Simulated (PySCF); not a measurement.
C6H2N4S2, SMILES S1=Nc2c(N=1)cc1c(nsn1)c2.

Geometry: B3LYP-D3(BJ)/def2-SVP.

Calculation: PBE/def2-SVP (PySCF).

```
Item                                                                                                              Value
---------------------------------------------------------------------------------------------  ------------------------
total energy                                                                                        -1243.77184 hartree
point group                                                                                                         D2h
highest occupied level                                                                                         -5.72 eV
lowest empty level                                                                                             -4.10 eV
orbital gap                                                                                                     1.62 eV
dipole moment                                                                                                    0.00 D
quadrupole, principal values (traceless, Buckingham form, about the centre of nuclear charge)    -8.62, -0.04, 8.65 D·Å
mean static polarisability                                                                       127.3 bohr³ (18.86 Å³)
polarisability, principal values                                                               51.5, 114.0, 216.3 bohr³
```
